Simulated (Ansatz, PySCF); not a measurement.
Ga(H)(F)(OMe) (CH4FGaO), SMILES [GaH]([O]C)[F]. Atoms are numbered in the order given.

```xyz
8

Ga    -0.3186    -0.4416     0.0000
H     -1.8635    -0.5741     0.0000
F      0.7162    -1.8552     0.0000
O      0.6203     1.0655     0.0000
C      0.0834     2.3670     0.0000
H      0.4287     2.9207    -0.8916
H      0.4287     2.9207     0.8916
H     -1.0245     2.3918     0.0000
```
Charge 0, spin multiplicity 1.

Coordinates come from a B3LYP-D3(BJ)/def2-SVP optimisation. The structure was generated by enumeration; whether it is a known compound was not checked. One conformer was computed; it need not be the lowest.

Vertical ionisation energy (IE) and electron affinity (EA) in eV. Rows of orbital energies are one-electron estimates. Where ΔSCF, EOM or ADC give a negative EA the extra electron is unbound and the value depends on the basis.

```csv
level,IE,EA
"−ε(HOMO), −ε(LUMO), PBE0/def2-TZVP (PySCF)",8.22,0.97
"−ε(HOMO), −ε(LUMO), PBE/def2-TZVP (PySCF)",6.72,1.74
"ΔSCF, CAM-B3LYP/def2-SVPD (Ansatz), final states of multiplicity 2 and 2",10.77,-0.60
"ΔSCF, PBE/def2-SVPD (Ansatz), final states of multiplicity 2 and 2",(withheld),(withheld)
```

### Question
Some entries are withheld; supply them. (The exact figures need the calculation; the answer reports its results.)

### Answer

- ΔSCF, PBE/def2-SVPD (Ansatz, a program for electronic structure), final states of multiplicity 2 and 2, IE: 10.40
- ΔSCF, PBE/def2-SVPD (Ansatz), final states of multiplicity 2 and 2, EA: -0.56

### Question
What vertical singlet–triplet gap does ΔSCF give with CAM-B3LYP/def2-SVPD (Ansatz) and with PBE/def2-SVPD (Ansatz)? (Estimate from the structure and the level; the computed values follow.)

### Answer
5.97 and 5.48 eV (triplet above singlet where positive).
